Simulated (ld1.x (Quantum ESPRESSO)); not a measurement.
Configuration tests for zinc (RRKJ)

Zn (Z = 30), norm-conserving RRKJ (Kleinman–Bylander form), made with ld1.x (Quantum ESPRESSO) 7.5 (LDA (PZ), scalar-relativistic). Core [Ne], reference 3s2 3p6 3d10 4s0 4p0 (charge +2). Waves: 3p (bound): rc 1.00 bohr; 3d (bound): rc 1.05 bohr; 3s (bound): rc 0.80 bohr. Local part: the s channel. Core correction: none. rho0 = 0.005.

Energies are relative to the spin-unpolarised reference configuration 3s2 3p6 3d10 4s0 4p0; without spin polarisation the order of configurations can differ from experiment. Spin-polarised rows fill each open shell by Hund’s rule, majority spin first. The frozen-core shift is the all-electron ΔE with the core orbitals held at their reference shape minus the fully relaxed ΔE.

| valence configuration | charge | ΔE all-electron (eV) | error AE − PS (meV) | frozen-core shift (meV) |
| --- | --- | --- | --- | --- |
| 3s2 3p6 3d10 4s2 4p0 | 0 | -28.959 | +305 | -3.2 |
| 3s2 3p6 3d10 4s1 4p0 | +1 | -18.769 | +195 | -2.0 |
| 3s2 3p6 3d9 4s0 4p0 | +3 | 40.891 | 0.0 | -3.3 |
| 3s1 3p6 3d10 4s2 4p0 | +1 | 108.510 | +418 | +19 |
| 3s2 3p6 3d10 4s1.5 4p0 | +0.5 | -24.881 | +259 | -2.7 |
| 3s2 3p5 3d10 4s2 4p0 | +1 | 62.957 | +443 | +23 |
| 3s2 3p6 3d9 4s0 4p0 (spin-polarised) | +3 | 40.619 | +26 | -2.9 |

Task: What are ΔE and the potential's error for 3s2 3p6 3d10 4s1 4p0 (spin-polarised)?

Result: ΔE = -19.017 eV all-electron; the error (AE − PS) is +193 meV.

Task: What are ΔE and the potential's error for 3s2 3p6 3d10 4s0 4p1?

Result: ΔE = -12.345 eV all-electron; the error (AE − PS) is +34 meV.

A variational frozen-core shift is positive and of second order in the change. This column holds negative values, so the frozen-core run of ld1.x carries numerical noise or an error of first order here, and the column gives no more than the rough size of the effect.
